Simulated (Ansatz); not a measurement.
Consider the formal exchange of groups at a B–Cl bond: `FB(Cl)Cl` + `CCC(C)O` → `CCB(F)Cl` + `CC(O)Cl`.

Gas-phase electronic energies from Ansatz, PBE0-D4/def2-TZVP geometries. CCSD(T)/CBS is the MP2 limit (def2-TZVPP, def2-QZVPP) plus CCSD(T) − MP2 in def2-TZVPP, frozen cores. This one scheme is used for every species. One conformer a species, not always the lowest.

```csv
species,CCSD(T)/CBS(def2) energy (Eh)
`FB(Cl)Cl`,-1044.28221
`CCC(C)O`,-233.41068
`CCB(F)Cl`,-663.59538
`CC(O)Cl`,-614.06791
```

Work out ΔE.

ΔE = (-663.59538) + (-614.06791) − (-1044.28221) − (-233.41068) = 0.02960 Eh = +0.81 eV.

Largest T1 diagnostic among the species: 0.012.

From PBE to PBE0 (25 % exact exchange), in def2-TZVPP and without D4, ΔE moves by +0.04 eV. In def2-TZVPP, CCSD(T) changes the Hartree–Fock value by +0.07 eV (the triples alone add −0.00 eV) and MP2 by +0.11 eV. At CCSD(T), def2-SVP lies +0.19 eV from the extrapolated value and def2-TZVPP +0.03 eV.
